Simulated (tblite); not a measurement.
Species: C₆H₉FN (doublet state).
SMILES with atom numbers: `[CH3:1][C@@:2]1([NH2:3])[C@H:4]([F:5])[C@:6]12[CH:7][CH2:8]2` (hydrogens: H9, H10, H11 on C1; H12, H13 on N3; H14 on C4; H15 on C7; H16, H17 on C8)

Computed with GFN2-xTB (tblite), gas phase: L-BFGS steps from a force-field or distance-geometry start until the largest atomic force falls under 0.01 eV/Å.

Step 16: E = -678.4834 eV
```
atom  x, y, z in Å  |  force x, y, z in eV/Å
C1     -0.8207   -0.0073   -1.5267    0.002  -0.010  -0.037
C2     -0.6579   -0.2950   -0.0539    0.054  -0.029  -0.078
N3     -1.8707   -0.1518    0.6899    0.059   0.032  -0.043
C4      0.3919   -1.2880    0.4186   -0.027   0.065   0.008
F5      0.0687   -1.9979    1.5468    0.061  -0.071  -0.031
C6      0.6473    0.1745    0.5524    0.032  -0.037   0.001
C7      1.2364    1.1586    1.3888   -0.016   0.024   0.026
C8      1.8042    0.9869    0.0323    0.074   0.124   0.133
H9      0.1488    0.1565   -1.9869    0.016  -0.059  -0.058
H10    -1.3253   -0.8183   -2.0488   -0.033  -0.048   0.032
H11    -1.4091    0.9003   -1.6294   -0.050   0.035  -0.062
H12    -2.6567   -0.4964    0.1519   -0.035  -0.018   0.030
H13    -1.8289   -0.6480    1.5728    0.049   0.058   0.022
H14     1.0151   -1.8811   -0.2443   -0.149  -0.021   0.032
H15     0.8418    1.9999    1.9141    0.002  -0.047   0.008
H16     1.6488    1.7398   -0.7365   -0.023  -0.042   0.063
H17     2.7592    0.4791   -0.0510   -0.017   0.043  -0.048
```

Step 17: E = -678.4870 eV
```
atom  x, y, z in Å  |  force x, y, z in eV/Å
C1     -0.8243   -0.0114   -1.5309    0.039  -0.008  -0.006
C2     -0.6563   -0.2939   -0.0563    0.046  -0.090  -0.099
N3     -1.8691   -0.1467    0.6867    0.090   0.050  -0.035
C4      0.3954   -1.2882    0.4174   -0.076   0.040  -0.013
F5      0.0743   -2.0001    1.5442    0.040  -0.086  -0.008
C6      0.6495    0.1711    0.5543   -0.009   0.029  -0.062
C7      1.2326    1.1580    1.3898    0.024  -0.007   0.086
C8      1.8042    0.9889    0.0373    0.056   0.096   0.086
H9      0.1452    0.1501   -1.9918    0.021  -0.053  -0.071
H10    -1.3298   -0.8236   -2.0536   -0.019  -0.003   0.080
H11    -1.4095    0.8991   -1.6312   -0.052   0.010  -0.077
H12    -2.6586   -0.4915    0.1543   -0.019  -0.032   0.030
H13    -1.8229   -0.6331    1.5740    0.028   0.039   0.043
H14     1.0191   -1.8805   -0.2458   -0.148  -0.018   0.023
H15     0.8414    1.9939    1.9224   -0.026  -0.001   0.029
H16     1.6436    1.7384   -0.7321   -0.014  -0.010   0.032
H17     2.7583    0.4817   -0.0486    0.020   0.044  -0.039
```

Step 18: E = -678.4908 eV
```
atom  x, y, z in Å  |  force x, y, z in eV/Å
C1     -0.8276   -0.0157   -1.5362    0.061  -0.003   0.012
C2     -0.6540   -0.2945   -0.0607    0.021  -0.101  -0.079
N3     -1.8658   -0.1406    0.6827    0.084   0.049  -0.021
C4      0.3978   -1.2882    0.4159   -0.096   0.000  -0.022
F5      0.0815   -2.0038    1.5412    0.009  -0.084   0.011
C6      0.6517    0.1683    0.5550   -0.039   0.090  -0.099
C7      1.2286    1.1566    1.3926    0.048  -0.048   0.128
C8      1.8052    0.9927    0.0446    0.025   0.037   0.018
H9      0.1418    0.1419   -1.9985    0.019  -0.044  -0.082
H10    -1.3353   -0.8293   -2.0571   -0.007   0.035   0.111
H11    -1.4109    0.8975   -1.6345   -0.034  -0.031  -0.086
H12    -2.6602   -0.4865    0.1576    0.014  -0.036   0.038
H13    -1.8156   -0.6155    1.5758    0.013   0.030   0.042
H14     1.0205   -1.8799   -0.2472   -0.123  -0.027  -0.007
H15     0.8406    1.9871    1.9319   -0.057   0.046   0.058
H16     1.6371    1.7367   -0.7266    0.000   0.039   0.002
H17     2.7576    0.4854   -0.0462    0.063   0.047  -0.024
```

Step 19: E = -678.4953 eV
```
atom  x, y, z in Å  |  force x, y, z in eV/Å
C1     -0.8305   -0.0208   -1.5426    0.069   0.002   0.017
C2     -0.6510   -0.2965   -0.0672   -0.016  -0.061  -0.023
N3     -1.8603   -0.1327    0.6777    0.046   0.033   0.010
C4      0.3988   -1.2883    0.4138   -0.081  -0.043  -0.016
F5      0.0900   -2.0090    1.5378   -0.030  -0.063   0.019
C6      0.6538    0.1666    0.5542   -0.054   0.118  -0.101
C7      1.2244    1.1535    1.3983    0.048  -0.080   0.130
C8      1.8068    0.9978    0.0540   -0.014  -0.030  -0.052
H9      0.1383    0.1310   -2.0083    0.014  -0.030  -0.090
H10    -1.3421   -0.8358   -2.0590    0.000   0.056   0.121
H11    -1.4131    0.8947   -1.6403   -0.001  -0.075  -0.085
H12    -2.6608   -0.4812    0.1623    0.052  -0.034   0.049
H13    -1.8058   -0.5940    1.5781    0.002   0.032   0.022
H14     1.0187   -1.8799   -0.2498   -0.080  -0.042  -0.049
H15     0.8391    1.9799    1.9435   -0.078   0.067   0.075
H16     1.6285    1.7356   -0.7192    0.027   0.094  -0.019
H17     2.7580    0.4910   -0.0432    0.097   0.055  -0.008
```

Question: Estimate the geometry and energy of step 20. (The exact step hangs on the optimiser's Hessian estimate; all steps are aligned on step 19, rigid shifts and turns removed.)

Answer: E = -678.5000 eV, largest force 0.150 eV/Å
```
atom  x, y, z in Å  |  force x, y, z in eV/Å
C1     -0.8323   -0.0261   -1.5493    0.063   0.003   0.012
C2     -0.6480   -0.2991   -0.0744   -0.046   0.013   0.045
N3     -1.8534   -0.1236    0.6727   -0.011   0.016   0.039
C4      0.3981   -1.2887    0.4112   -0.036  -0.066  -0.005
F5      0.0985   -2.0148    1.5348   -0.069  -0.025   0.011
C6      0.6553    0.1665    0.5518   -0.047   0.089  -0.061
C7      1.2211    1.1487    1.4073    0.025  -0.086   0.071
C8      1.8087    1.0028    0.0637   -0.049  -0.072  -0.094
H9      0.1348    0.1185   -2.0206    0.011  -0.015  -0.088
H10    -1.3494   -0.8419   -2.0583   -0.001   0.049   0.109
H11    -1.4155    0.8903   -1.6487    0.038  -0.103  -0.073
H12    -2.6594   -0.4769    0.1681    0.078  -0.031   0.057
H13    -1.7939   -0.5710    1.5802   -0.008   0.035   0.006
H14     1.0127   -1.8811   -0.2545   -0.031  -0.051  -0.084
H15     0.8366    1.9740    1.9561   -0.079   0.041   0.067
H16     1.6186    1.7362   -0.7103    0.065   0.134  -0.018
H17     2.7604    0.4984   -0.0397    0.098   0.069   0.006
```

The energy changes by -0.0048 eV. The first-order estimate −F·Δx gives -0.0066 eV and the mean of the old and new forces, exact on a quadratic surface, -0.0048 eV. The step makes an angle of 72° with the force vector and moves no atom by more than 0.026 Å.

The cost below is that of the whole relaxation. The run took 0.75 s wall on AMD EPYC, one thread, shared host with 64 logical CPUs at a one-minute load of 60.
